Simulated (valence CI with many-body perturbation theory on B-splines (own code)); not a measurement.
# Questions on Ce43+

Computed by relativistic CI+MBPT: five valence electrons over a frozen Dirac-Fock core [Ne], radial functions for each j: 11 s, 11 p, 10 d, 8 f, 5 g, 2 h, with the one-electron correlation potential Σ1, the two-electron term Σ2, the three-electron term Σ3, Breit, model QED; selected CI, second order for the rest, scaled by the run's own slope (own B-spline code, finite nucleus).

The last digits are not significant, and no measured levels were compared; by estimate large intervals hold to a few tenths of a per cent, small ones and those within an open d or f shell to about a per cent. Among the levels kept, up to 3200 cm⁻¹ of a level comes from second order outside the variational space, and about a tenth of that is noise between levels of different J, which matters for small intervals.

Levels are named by their leading jj configuration (3d3/2^4 stands for four electrons in 3d with j = 3/2), which in mixed levels can hold well under half, so a name can repeat and another be missing.

Rates and lifetimes use the calculated energies. Strong lines usually hold to 10 to 20 %, long lifetimes can be off by a factor of two.

(1) What is the ground level?

(2) What is the ionisation energy?

(3) Among levels below 654.29 eV, which E1 lines absorb most strongly from the ground level?

(4) Name the longest-lived excited levels whose lifetime is computed, and their main decay.

(5) How well does LS coupling describe the low levels?

(6) Where does the other parity begin?

Answers

(1) (3s^2 3p1/2^2 3p3/2) J=3/2, composition 45 % 3s2 3p3 2P° + 28 % 3s2 3p3 4S° + 26 % 3s2 3p3 2D°, g = 1.380.

(2) 3368 eV; NIST lists 3366 ± 4 eV (theoretical).

(3) to (3s^2 3p1/2 3p3/2 3d3/2) J=3/2 at 4.080 nm, f = 0.284; to (3s^2 3p1/2 3p3/2 3d3/2) J=5/2 at 4.164 nm, f = 0.220; to (3s^2 3p1/2 3p3/2 3d3/2) J=1/2 at 4.076 nm, f = 0.105.

(4) (3s^2 3p1/2 3p3/2 3d5/2) J=9/2 at 303.56 eV lives 6.71 μs, mostly by M1 to (3s^2 3p1/2 3p3/2 3d3/2) J=7/2; (3s^2 3p1/2 3p3/2^2) J=5/2 at 110.95 eV lives 489 ns, mostly by M1 to (3s^2 3p1/2^2 3p3/2) J=3/2.

(5) Among the lowest 20 levels the leading LS term, summed over configurations, holds 51 % on average. For single configurations the figures are 49 % in LS and 88 % in jj coupling. Terms mix most in the J = 5/2 level at 197.89 eV, where the leading one holds 28 %.

(6) At (3s^2 3p1/2^2 3d3/2) J=3/2, 167.07 eV.
